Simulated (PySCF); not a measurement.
# Computed vibrations of Eu2O2F2

Eu2O2F2 (singlet in the valence; each metal's 4f electrons, 6 of them, lie in its core potential, out of spins and levels). PySCF 2.14.0, RKS PBE, Eu lcecp-1-SVP with ECP52, O def2-SVP, F def2-SVP; non-relativistic Hamiltonian with scalar-relativistic core potentials where named; density fitting; no spin-orbit coupling. Central differences of gradients.

```xyz
6

Eu    0.0000    0.0000    1.6209
Eu    0.0000    0.0000   -1.6209
O     1.3813    0.0000    0.0000
O    -1.3813    0.0000    0.0000
F     0.0000    0.0000    3.7406
F     0.0000    0.0000   -3.7406
```

Run from Python with OMP_NUM_THREADS=2. Where DIIS fails, smearing, a level shift and second-order steps follow.
It took 120 s on 2 threads of Arm Neoverse V1 (shared host).

**Question.** What are the harmonic wavenumbers and infrared intensities?

**Answer.** Modes are labelled in D2h; negative numbers are unstable modes, those under 60 cm⁻¹ near the noise; a finer grid moves soft modes by up to 10 cm⁻¹.
| cm⁻¹ | km/mol | symmetry |
| --- | --- | --- |
| -73 | – | b2g |
| -50 | – | b3u |
| 90 | 0.0 | b3g |
| 90 | 18.6 | b2u |
| 192 | 0.0 | ag |
| 197 | 85.7 | b3u |
| 383 | 0.0 | b3g |
| 496 | 426.2 | b1u |
| 510 | 0.0 | ag |
| 519 | 192.3 | b2u |
| 564 | 0.0 | ag |
| 584 | 346.3 | b1u |

**Question.** Is this a minimum?

**Answer.** No: 2 unstable; the lowest moves the atoms so:
```
Eu   0.00 -0.20  0.00
Eu   0.00  0.20  0.00
O    0.00  0.00  0.00
O    0.00  0.00  0.00
F    0.00  0.68  0.00
F    0.00 -0.68  0.00
```

An lcecp potential fixes the number of 4f electrons, so in runs with it no electron can move into or out of that shell.
